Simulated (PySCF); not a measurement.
Nuclear quadrupole coupling in `CC(C)[SiH2][C@](C)(Cl)CF`

C6H14ClFSi.
Structure used (GFN2-xTB), in Å, numbered top down from 1:
```xyz
23
C6H14ClFSi angstrom
C      1.8719   -0.6456    1.2750
C      1.4452    0.5360    0.4058
C      2.6616    1.1136   -0.3132
Si     0.1127    0.0855   -0.8817
C     -1.5090   -0.5489   -0.0540
C     -1.9951    0.3090    1.0976
Cl    -1.1824   -2.2096    0.5577
C     -2.6033   -0.7258   -1.0936
F     -2.8609    0.4745   -1.7092
H      2.6506   -0.3404    1.9732
H      1.0372   -1.0384    1.8489
H      2.2675   -1.4499    0.6593
H      1.0558    1.3179    1.0673
H      3.4223    1.4178    0.4044
H      2.3872    1.9798   -0.9094
H      3.0993    0.3720   -0.9768
H      0.5663   -1.0046   -1.7521
H     -0.2401    1.2802   -1.6538
H     -2.8838   -0.1192    1.5615
H     -2.2431    1.2976    0.7157
H     -1.2241    0.4097    1.8571
H     -2.2945   -1.4228   -1.8778
H     -3.5460   -1.0613   -0.6458
```

Field gradients from the PBE0/pcSseg-1 density (PySCF, non-relativistic), principal values in atomic units, ordered |Vxx| ≤ |Vyy| ≤ |Vzz|:

| atom | Vxx | Vyy | Vzz |
| --- | --- | --- | --- |
| Cl7 | -1.8385 | -1.9518 | 3.7903 |

Problem. Find the asymmetry η = (Vxx − Vyy)/Vzz and the couplings χ = eQV/h (234.96 MHz × Q in barn × V in au), with Q(35Cl) = −0.0817 b.

Solution. 
| atom | environment | nucleus | η | χzz (MHz) | χxx (MHz) | χyy (MHz) |
| --- | --- | --- | --- | --- | --- | --- |
| Cl7 | alkyl chlorine | 35Cl | 0.03 | -72.76 | 35.29 | 37.47 |

The gradient is axial or nearly so (η below 0.05) at Cl7. The tensor is traceless: Vxx + Vyy + Vzz = 0.

Problem. What is Vzz at Cl7 in SI units (1 au = 9.71736 × 10²¹ V/m²)?

Solution. 3.7903 au = 36.832 × 10²¹ V/m².

Problem. And the gradient at the other heavy atoms, for which no coupling is worked out here?

Solution. 
```tsv
atom	environment	Vzz (au)	η
C1	methyl carbon	0.081	0.27
C2	sp3 carbon bound to silicon	-0.064	0.50
C3	methyl carbon	0.068	0.08
Si4	SiH2 silicon	0.268	0.13
C5	sp3 C–Cl carbon	0.514	0.33
C6	methyl carbon	0.109	0.00
C8	sp3 C–F carbon	0.530	0.26
F9	alkyl fluorine	3.031	0.06
```

Were the hydrogens deuterons (Q(2H) = 0.00286 b), χzz would run from 108 kHz (H18 and H17) to 212 kHz (H15).

Geometry: GFN2-xTB, one conformer, isolated molecule. GFN2-xTB bond lengths can be off by several hundredths of an ångström, more for odd bonds, and the gradients follow them. The basis is small and wasn't made for field gradients, so the couplings can be 20 % off.

The run behind these numbers computed NMR shieldings as well. Time: 1.7 min wall; peak memory 1.1 GiB. Hardware: one thread, Arm Neoverse N1 (aarch64), shared host with 64 logical CPUs at a one-minute load of 60.
